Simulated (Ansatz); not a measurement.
A nudged elastic band was laid between two geometries of Cl$_{3}$H$_{3}$OSn (8 atoms, charge 0, multiplicity 1).

Method: RKS PBE-D4/def2-SVP in Ansatz.

```yaml
movable_images: 5
climbing_image: yes
spring: 5.0 eV/Å²
optimiser: quadratic models (default)
start_path: through a guess of the saddle point
force_threshold: 0.03 eV/Å
iteration_limit: 60
end_points: relaxed
```

Initial state:

```xyz
8
Properties=species:S:1:pos:R:3
Sn 0.148 0.010 0.179
H 0.621 0.320 1.796
Cl 2.168 0.051 -1.069
Cl -1.106 1.674 -0.990
Cl -0.648 -2.174 -0.374
O -2.121 -0.084 1.292
H -2.576 0.543 0.687
H -2.382 -0.970 0.956
```

Final state:

```xyz
8
Properties=species:S:1:pos:R:3
Sn -0.630 -0.112 -0.897
H -0.233 0.387 3.439
Cl 1.613 -0.180 -0.213
Cl -0.991 1.785 -2.211
Cl -1.114 -2.081 -2.087
O -1.855 0.038 0.666
H -2.061 -0.859 1.002
H -0.626 0.391 2.778
```

(1) What changes between the two ends?

(2) Give the energies along the band, and the barrier.

(3) What is the geometry of the highest image?

The band took 32 iterations and of the order of 9 core-minutes.

Answers

(1) Bonds broken: Sn1–H2, O6–H8. Bonds formed: Sn1–O6, H2–H8. Cl3H3OSn becomes Cl3HOSn + H2.

(2) The forces met the threshold. The highest image is number 3 of 0 to 6, 1.62 eV above the first end and 1.01 eV above the last; the last end lies 0.61 eV above the first. Neighbouring images differ by up to 1.3 eV, so the band resolves the path poorly. A vibrational analysis at the climbing image gives one clearly imaginary mode, 1232i cm⁻¹: a first-order saddle point. The orbitals stay closed-shell, which can raise the energy where a bond breaks towards radicals; this wasn't checked here.

| image | path coordinate (Å) | energy (eV) | Sn1–H2 (Å) | O6–H8 (Å) | Sn1–O6 (Å) |
| --- | --- | --- | --- | --- | --- |
| 0 | 0.00 | 0.00 | 1.71 | 0.98 | 2.53 |
| 1 | 1.57 | 0.14 | 1.72 | 0.98 | 2.59 |
| 2 | 3.14 | 0.36 | 1.73 | 0.98 | 2.53 |
| 3 | 4.71 | 1.62 | 2.06 | 1.26 | 2.15 |
| 4 | 6.07 | 0.65 | 2.99 | 2.23 | 1.99 |
| 5 | 7.43 | 0.62 | 4.00 | 2.48 | 1.99 |
| 6 | 8.80 | 0.61 | 4.38 | 2.47 | 1.99 |

(3) 
```xyz
8
Properties=species:S:1:pos:R:3
Sn -0.383 0.018 -0.268
H -0.247 0.919 1.583
Cl 1.853 -0.688 0.004
Cl -0.684 2.062 -1.390
Cl -1.197 -1.613 -1.778
O -1.921 -0.379 1.174
H -2.264 -1.274 1.386
H -1.053 0.325 1.765
```

Time of the run: 2.6 min on 4 threads of Intel(R) Xeon(R) Platinum 8259CL CPU @ 2.50GHz (Skylake/Cascade Lake), with other jobs on the host, peak memory 0.19 GiB.
